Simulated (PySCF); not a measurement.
## How methods differ on the excitation energy of Co

Co [Ar] 3d7 4s2 (4F) → Co [Ar] 3d9 (2D), as a difference of total energies. All numbers are calculated (PySCF 2.14, the spin-free X2C one-electron Hamiltonian (Gaussian nucleus), in aug-cc-pwCVTZ-DK). Correlated levels: valence: [Ar] frozen; valence and next inner shell: [Ne] frozen; nothing frozen. The calculations carry no spin-orbit coupling.

```json
{"method": "UHF", "excitation energy (eV)": "7.679"}
{"method": "LDA", "excitation energy (eV)": "1.971"}
{"method": "PBE", "excitation energy (eV)": "2.431"}
{"method": "PBE0", "excitation energy (eV)": "3.539"}
{"method": "r2SCAN", "excitation energy (eV)": "3.507"}
{"method": "wB97M-V", "excitation energy (eV)": "3.371"}
{"method": "TPSSh", "excitation energy (eV)": "3.239"}
{"method": "BHandHLYP", "excitation energy (eV)": "4.736"}
{"method": "MP2 (valence)", "excitation energy (eV)": "1.956"}
{"method": "SCS-MP2 (valence)", "excitation energy (eV)": "2.439"}
{"method": "MP2 (valence and next inner shell)", "excitation energy (eV)": "0.747"}
{"method": "SCS-MP2 (valence and next inner shell)", "excitation energy (eV)": "1.579"}
{"method": "MP2 (all electrons)", "excitation energy (eV)": "0.724"}
{"method": "SCS-MP2 (all electrons)", "excitation energy (eV)": "1.570"}
```

Q: How much does correlation contribute at MP2 (all electrons)?

A: 0.724 − (7.679) = -6.955 eV, measured against UHF.

A first-order spin-orbit estimate (lowest level to lowest level, LS coupling) adds 0.047 eV.
